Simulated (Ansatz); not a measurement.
Task: Name a neutral molecule of B, N, O, Si and H with size of the dipole moment (ωB97M-V/def2-TZVPP) between 2.70 and 3.00 D and LUMO energy (PBE/def2-TZVPP) between -1.30 and -1.00 eV (Ansatz, PBE0-D4/def2-TZVP geometry).

Result: `N[SiH2]B(O)O` (2.95 D, -1.22 eV). Other molecules can fit too; these were computed, each in one conformer that needn't be the lowest.
